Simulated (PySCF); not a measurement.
Point-charge models of `COC[SiH2]N1C=CC=C1` against its computed dipole.

Coordinates (GFN2-xTB, Å) and charges (e) from the PBE0/pcSseg-1 density (PySCF):

```tsv
atom	x	y	z	Mulliken	IAO	Hirshfeld	ESP-fitted
C1	3.560	0.289	-0.541	-0.0386	-0.1987	-0.0402	-0.1582
O2	2.828	0.261	0.651	-0.5078	-0.3815	-0.1471	-0.3097
C3	1.545	-0.331	0.529	-0.2524	-0.3298	-0.0833	-0.1257
Si4	0.324	0.744	-0.477	+0.7580	+0.8714	+0.3884	+0.4189
N5	-1.284	0.134	-0.176	-0.7040	-0.3469	-0.1082	+0.0764
C6	-1.661	-1.018	0.468	+0.1345	-0.1163	-0.0376	-0.2270
C7	-3.017	-1.115	0.471	-0.1623	-0.2198	-0.0974	-0.2446
C8	-3.514	0.028	-0.203	-0.1613	-0.2171	-0.0951	-0.1727
C9	-2.433	0.760	-0.584	+0.1478	-0.1148	-0.0369	-0.3135
H10	3.667	-0.718	-0.966	+0.0901	+0.1205	+0.0374	+0.0924
H11	4.544	0.680	-0.290	+0.1276	+0.1619	+0.0534	+0.1286
H12	3.091	0.937	-1.291	+0.0946	+0.1160	+0.0349	+0.0946
H13	1.648	-1.341	0.107	+0.1252	+0.1274	+0.0359	+0.1005
H14	1.200	-0.439	1.560	+0.1524	+0.1663	+0.0498	+0.1194
H15	0.549	0.641	-1.928	-0.0813	-0.1330	-0.0795	-0.1059
H16	0.394	2.133	-0.021	-0.0676	-0.1205	-0.0708	-0.0757
H17	-0.923	-1.683	0.871	+0.0953	+0.1490	+0.0485	+0.1518
H18	-3.601	-1.904	0.901	+0.0765	+0.1567	+0.0487	+0.1828
H19	-4.545	0.266	-0.375	+0.0765	+0.1570	+0.0492	+0.1699
H20	-2.376	1.687	-1.117	+0.0968	+0.1522	+0.0507	+0.1977
```

Task: Compute μ = Σ q r for each scheme (1 e·Å = 4.803 D) and compare with the dipole of the full density.

Result: The full density gives (1.36, -0.17, -1.09) D, 1.75 D in size; dipole vectors point from the negative to the positive end.

| scheme | μx | μy | μz | size (D) | share of the full size (%) | angle to the full dipole (°) |
| --- | --- | --- | --- | --- | --- | --- |
| Mulliken | 1.15 | 0.57 | -2.74 | 3.02 | 173 | 33 |
| IAO | 1.82 | 0.58 | -2.19 | 2.90 | 166 | 21 |
| Hirshfeld | 1.58 | 0.30 | -0.75 | 1.77 | 101 | 20 |
| ESP-fitted | 1.37 | -0.16 | -1.12 | 1.78 | 101 | 1 |

Task: Which set comes closest?

Result: Length of the difference vector: ESP-fitted 0.03 D, Hirshfeld 0.62 D, IAO 1.41 D, Mulliken 1.82 D. Closest: ESP-fitted. ESP charges are fitted to the potential around the molecule, whose slowest-falling term is the dipole's. 

Task: What is left for the Hirshfeld atoms' own dipoles?

Result: The shares of the density sum to the whole, so what Σ q r misses lies in dipoles about the nuclei. The atomic dipoles sum to (1.36, -0.17, -1.09) − (1.58, 0.30, -0.75) = (-0.22, -0.47, -0.34) D, 0.62 D in size.

Task: With the origin at the mean of the coordinates, (0.000, 0.001, -0.121) Å, which are the largest single terms, by size, of the IAO dipole along the direction of the full one?

Result: O2 -3.11, C1 -2.87, C8 +2.80, H11 +2.78, C7 +2.75 D; all 20 atoms together +2.72 D. The single terms depend on the origin, their sum doesn't.

Task: Give the size of the full dipole in other units.

Result: 1.75 D = 0.689 au = 0.365 e·Å = 5.84 × 10⁻³⁰ C·m.

Isolated species at its GFN2-xTB geometry (one conformer only).

The values belong to the conformer `[CH3:1][O:2][CH2:3][SiH2:4][n:5]1[cH:6][cH:7][cH:8][cH:9]1`: C1–O2–C3–Si4 -70°, O2–C3–Si4–N5 -165°, C3–Si4–N5–C6 -10°.
